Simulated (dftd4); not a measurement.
C$_{3}$H$_{10}$N (SMILES C[NH+](C)C), charge +1, singlet, at a GFN2-xTB geometry; D4 for revpbe (dftd4).

Here is a job for dftd4.
```
$ dftd4 mol.xyz --func revpbe --charge 1 --json dftd4.json --noedisp --grad

# file mol.xyz
14

N     -0.00145735    -0.00078979     0.34907080
C     -0.00683148     1.40360564    -0.09889597
C      1.21940542    -0.69518278    -0.09852509
C     -1.21129590    -0.70773025    -0.10870151
H     -0.00247043     1.44135056    -1.18709760
H      0.87339726     1.92496286     0.27271406
H     -0.89547623     1.91583180     0.26530846
H      1.25459564    -0.71020410    -1.18671739
H      1.22922597    -1.72074149     0.26595109
H      2.10574056    -0.18427709     0.27308679
H     -1.23721663    -0.72306702    -1.19714967
H     -2.10593863    -0.20601809     0.25545409
H     -1.21357974    -1.73335144     0.25572399
H     -0.00574458    -0.00311317     1.37596602
```

It wrote (shortened):

```
                    ____  _____ _____     ____  _  _
      -------------|  _ \|  ___|_   _|---|  _ \| || |------------
     |             | | | | |_    | | ___ | | | | || |_           |
     |             | |_| |  _|   | ||___|| |_| |__   _|          |
     |             |____/|_|     |_|     |____/   |_|            |
     |             ===================================           |
     |            E. Caldeweyher, S. Ehlert & S. Grimme          |
     |          Mulliken Center for Theoretical Chemistry        |
     |                    University of Bonn                     |
      -----------------------------------------------------------

Rational (Becke-Johnson) damping: revpbe-D4-ATM
---------------------
  s6         1.0000
  s8         1.7468
  s9         1.0000
  a1         0.5363
  a2         3.0726
 alp        16.0000
--------------------

Dispersion energy:      -2.6805855120135E-02 Eh

Gradient norm:           2.6258769418915E-03 Eh/a0
--------------------------------------------------
     #    Z           dE/dx      dE/dy      dE/dz
--------------------------------------------------
     1    7 N    -1.149E-06 -6.226E-07  2.752E-04
     2    6 C    -6.092E-06  1.205E-03 -3.040E-05
     3    6 C     1.047E-03 -5.969E-04 -3.008E-05
     4    6 C    -1.040E-03 -6.077E-04 -3.882E-05
     5    1 H    -1.534E-06  5.080E-04 -2.600E-04
     6    1 H     6.572E-05  4.645E-04  3.661E-05
     7    1 H    -7.082E-05  4.638E-04  3.604E-05
     8    1 H     4.419E-04 -2.509E-04 -2.599E-04
     9    1 H     3.692E-04 -2.894E-04  3.617E-05
    10    1 H     4.369E-04 -1.708E-04  3.672E-05
    11    1 H    -4.371E-04 -2.554E-04 -2.636E-04
    12    1 H    -4.354E-04 -1.753E-04  3.307E-05
    13    1 H    -3.665E-04 -2.932E-04  3.309E-05
    14    1 H    -1.653E-06 -8.957E-07  3.959E-04
--------------------------------------------------

Virial:
--------------------------------------------------
      component           x          y          z
--------------------------------------------------
          x       1.226E-02 -8.653E-08  3.825E-05
          y      -8.653E-08  1.226E-02  2.073E-05
          z       3.825E-05  2.073E-05  3.099E-03
--------------------------------------------------

[Info] Dispersion results written to 'dftd4.txt'
[Info] JSON dump of results written to 'dftd4.json'
```
